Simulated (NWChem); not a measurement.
Extrapolating the CCSD correlation energy of F2Si

```xyz
3

Si     0.0000     0.0000    -0.5881
F     -1.2465     0.0000     0.4574
F      1.2465     0.0000     0.4574
```
Charge 0, spin multiplicity 1.

All runs are NWChem calculations. All single points use one geometry, from PBE0/def2-SVP, a minimum by its harmonic frequencies.

The correlated methods keep 7 core orbitals frozen. The structure started from a generated list of species. Coupled-cluster values serve here as a point of comparison, not as the truth.

Worked example. The CCSD correlation energy is -466.58 mHa in cc-pVDZ and -609.36 mHa in cc-pVTZ. The form E(X) = E∞ + A/X³ turns the pair into an estimate of the basis-set limit.

E∞ = (3³·(-609.36) − 2³·(-466.58))/(3³ − 2³) = -669.5 mHa. The larger basis holds 91 % of that. This is a two-point estimate, and a rough one from so small a pair.
